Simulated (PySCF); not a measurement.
Compound: isopropylcyclopentane, C8H16.
Bonds: C1–C2, C2–C3, C2–C4, C4–C5, C5–C6, C6–C7, C7–C8, C4–C8. Hydrogens: H9, H10, H11 on C1; H12 on C2; H13, H14, H15 on C3; H16 on C4; H17, H18 on C5; H19, H20 on C6; H21, H22 on C7; H23, H24 on C8.

NICS = −σ at a ghost point: NICS(0) at the centroid of the ring atoms, NICS(1) 1 Å to either side along the normal of their mean plane, zz for the tensor component along that normal. Level: GIAO PBE0/pcSseg-1 (PySCF, non-relativistic, gas phase) on the GFN2-xTB geometry, one conformer.

Ring bond lengths (Å), with Mayer bond orders in brackets: C4–C5 1.533 (1.00), C5–C6 1.524 (1.04), C6–C7 1.527 (1.04), C7–C8 1.538 (1.04), C8–C4 1.545 (1.01).

Problem. What do the NICS probes read (ppm)?

Solution. 
```tsv
ring	type	NICS(0)	NICS(1), two faces	NICS(1)zz, two faces	rms pucker (Å)	centre to ring atoms, mean (Å)
C4–C5–C6–C7–C8	5-membered carbocycle; formal bonds all single	-5.1	-3.9 / -4.0	-3.4 / -2.6	0.18	1.28
```

Problem. What can be read from them?

Solution. 
- C4–C5–C6–C7–C8: mean NICS(1)zz -3.0 ppm, shielded. C4, C5, C6, C7, C8 have four or more neighbours, and the NICS criterion for π rings isn't applied.

Problem. How shielded are the nuclei of the rings and their hydrogens (means over atoms taken as equivalent)?

Solution. 
```
   atoms         environment  σ isotropic (ppm)  principal values of the symmetric part, first atom (ppm)
      C4       sp3 CH carbon              135.5                                       111.7, 132.8, 162.1
 C5 (×2)     ring CH2 carbon              151.8                                       129.5, 155.4, 164.2
 C6 (×2)     ring CH2 carbon              156.7                                       130.5, 164.0, 171.1
     H16    methine hydrogen              30.47                                          28.3, 29.1, 34.0
H17 (×2)  methylene hydrogen              30.63                                          25.8, 30.7, 35.9
H18 (×2)  methylene hydrogen              29.83                                          24.3, 29.7, 35.6
H19 (×2)  methylene hydrogen              30.11                                          25.9, 27.8, 37.2
H20 (×2)  methylene hydrogen              30.05                                          25.0, 27.1, 37.8
```
